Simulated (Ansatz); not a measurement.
```xyz
4

F     0.0000   -0.3535   -1.0985
H     0.0000    0.4188   -0.7347
F     0.0000    0.3535    1.0985
H     0.0000   -0.4188    0.7347
```

Basis set: cc-pVDZ (spherical functions). Correlated methods keep 2 orbitals frozen. Charge 0, multiplicity 1.

Computed with Ansatz (development build ahead of 0.2.0); each method stands on the lowest determinant of its kind that the runs found. Restricted open shells among the atoms or ions are ROHF, correlated in semicanonical orbitals with singles.

The atomization energy at this shape (free ground-state atoms in the same class of orbitals less the molecule, no zero-point energy) of singlet H2F2:

| method | atomization energy |
| --- | --- |
| RHF | 7.95 eV |

(1) What does RHF-MP2 give?

Results:

(1) 11.03 eV. Caution: the shape is not the minimum.
